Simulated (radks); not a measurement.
The numbers below are computed, except where a source is named.
Species: Ni2+. Configuration: [Ar] 3d8 (the NIST ground configuration). Level of theory: scalar-relativistic Kohn-Sham, PBEsol, spin-polarised, spherical densities, finite nucleus; open shells are filled with parallel spins first; Fermi nuclear charge, rms radius 3.7757 fm; hard spherical wall at 8 bohr (a radial shooting solver on a logarithmic mesh with Libxc functionals).

Unscreened Slater integrals over Kohn-Sham orbitals (eV). They are taken over the spin-up orbitals. Empty in this configuration: 4s.

\begin{tabular}{lr}
integral & value \\ \hline
F0(3d,3d) & 26.453 \\
F2(3d,3d) & 12.070 \\
F4(3d,3d) & 7.4765 \\
F0(3d,3p) & 28.721 \\
F2(3d,3p) & 13.433 \\
G1(3d,3p) & 16.629 \\
G3(3d,3p) & 10.045 \\
F0(3d,3s) & 29.324 \\
G2(3d,3s) & 12.582 \\
F0(3d,4s) & 13.216 \\
G2(3d,4s) & 1.6647 \\
F0(3p,3p) & 31.611 \\
F2(3p,3p) & 15.764 \\
F0(3p,3s) & 32.321 \\
G1(3p,3s) & 21.374 \\
F0(3p,4s) & 13.519 \\
G1(3p,4s) & 0.87239 \\
F0(3s,3s) & 33.096 \\
F0(3s,4s) & 13.576 \\
G0(3s,4s) & 0.62665 \\
F0(4s,4s) & 10.541 \\
\end{tabular}

Derived for the open shells (J is the average intra-shell exchange parameter used in DFT+U). 3d: Racah B = F2/49 - 5 F4/441 = 0.1616 eV, C = 35 F4/441 = 0.5934 eV, C/B = 3.67, F4/F2 = 0.619, J = (F2 + F4)/14 = 1.396 eV.
